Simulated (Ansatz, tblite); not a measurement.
Adding an electron: Au2Br⁺ (the lowest singlet isomer of a short search). The state is a singlet with charge 1. Geometry: r2SCAN-D4/def2-TZVP. Ansatz, gas phase; energy differences of separate SCF runs; the reduced species was run as a doublet alone.

Cartesian coordinates in Å:
```
Au -0.165 1.536 0.184
Au 0.194 -0.838 -1.296
Br -0.029 -0.698 1.112
```

In the def2 sets Au takes a core potential; there is no spin–orbit coupling. The xTB rows come from tblite. The structure comes from a short search, and lower isomers may exist.

Question: Estimate orbital energies and vertical electron affinities at: GFN1-xTB; GFN2-xTB; PBE-D4/def2-TZVP; r2SCAN-D4/def2-TZVP; PBE0-D4/def2-TZVP.

Answer: 
```csv
level,−HOMO (eV),−LUMO (eV),vertical EA (eV),HOMO–LUMO gap (eV)
GFN1-xTB,17.95,16.85,13.18,1.11
GFN2-xTB,17.35,14.21,10.87,3.14
PBE-D4/def2-TZVP,12.02,10.01,7.42,2.01
r2SCAN-D4/def2-TZVP,12.18,9.79,7.37,2.39
PBE0-D4/def2-TZVP,13.14,8.98,7.20,4.16
```

  Raw xTB energy differences between charge states are shifted by several eV; the methods need an empirical correction for them.
